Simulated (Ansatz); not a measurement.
Cost and result for the atomization energy of `N=CNBCl` (9 atoms, 8 bonds).

Z-matrix (Å, degrees):
```
C
N 1 1.390
N 1 1.261 2 123.7
H 1 1.096 2 111.9 3 -180.0
B 2 1.412 1 132.9 3 0.0
H 2 1.008 1 112.5 3 -180.0
H 3 1.016 1 110.1 2 -180.0
Cl 5 1.741 2 124.7 1 0.0
H 5 1.193 2 116.8 1 180.0
```

Charge 0, multiplicity 1. The geometry is a stationary point of PBE0-D4/def2-TZVP. It is one conformer, not always the lowest. Program: Ansatz. All runs use 2 threads of an Arm Neoverse V1 on a shared host. Times are those of one run each, without the atoms' runs, and a repeat can differ threefold. Electronic energies, without spin–orbit coupling; frozen cores. CCSD(T)/CBS adds CCSD(T) − MP2 in def2-TZVPP to the MP2 limit, and its time is that of the two runs behind it. T1 = 0.013. B3LYP takes the VWN-RPA correlation (the form of Gaussian; ORCA's B3LYP/G). HSE06 is the plane-wave form, built on full-range PBE exchange.

CCSD(T)/CBS is a level of theory with its own doubt, some kJ/mol a heavy atom from the limit and from the frozen cores, so smaller differences don't rank the functionals.

| level | functions | wall time |
| --- | --- | --- |
| LDA (SPW92)/def2-TZVPP | 222 | 1.8 s |
| PBE0-D4/def2-TZVPP | 222 | 4.1 s |
| BHLYP-D4/def2-TZVPP | 222 | 4.5 s |
| HSE06-D4/def2-TZVPP | 222 | 4.7 s |
| CCSD(T)/def2-SVP | 94 | 6 s |
| B3LYP-D4/def2-TZVPP (with forces) | 222 | 6.5 s |
| r2SCANh-D4/def2-TZVPP | 222 | 7.5 s |
| B2PLYP/def2-TZVPP | 222 | 8 s |
| ωB97X-V/def2-TZVPP | 222 | 12 s |
| B97M-V/def2-TZVPP | 222 | 15 s |
| MP2/def2-QZVPP | 418 | 29 s |
| CCSD(T)/def2-TZVPP | 222 | 2.7 min |
| CCSD(T)/CBS(def2) | – | 3.1 min |

Problem. What atomization energy does each give, and how far from CCSD(T)/CBS? (An estimate is asked.)

Solution. The calculation gave: 
```tsv
level	atomization (kcal/mol)	difference from CCSD(T)/CBS	per bond
LDA (SPW92)/def2-TZVPP	974.2	143.2	17.9
PBE0-D4/def2-TZVPP	844.0	13.0	1.6
BHLYP-D4/def2-TZVPP	807.9	-23.1	-2.9
HSE06-D4/def2-TZVPP	844.8	13.8	1.7
CCSD(T)/def2-SVP	786.0	-45.0	-5.6
B3LYP-D4/def2-TZVPP (with forces)	841.2	10.2	1.3
r2SCANh-D4/def2-TZVPP	830.4	-0.6	-0.1
B2PLYP/def2-TZVPP	829.8	-1.2	-0.2
ωB97X-V/def2-TZVPP	839.2	8.2	1.0
B97M-V/def2-TZVPP	839.8	8.8	1.1
MP2/def2-QZVPP	842.1	11.1	1.4
CCSD(T)/def2-TZVPP	805.7	-25.3	-3.2
CCSD(T)/CBS(def2)	831.0	0.0	0.0
```

In def2-TZVPP, CCSD(T) changes the Hartree–Fock value by +227.2 kcal/mol (the triples alone add +16.6 kcal/mol) and MP2 by +248.5 kcal/mol; breaking electron pairs costs correlation energy, which Hartree–Fock lacks. From PBE to PBE0 (25 % exact exchange), in def2-TZVPP and without D4, the atomization energy moves by −23.1 kcal/mol: exact exchange takes away binding that semilocal exchange gives to molecules. At CCSD(T), def2-SVP lies −45.0 kcal/mol from the extrapolated value and def2-TZVPP −25.3 kcal/mol: correlation converges slowly with the basis, and small sets miss more of it in the bonded molecule than in its fragments.
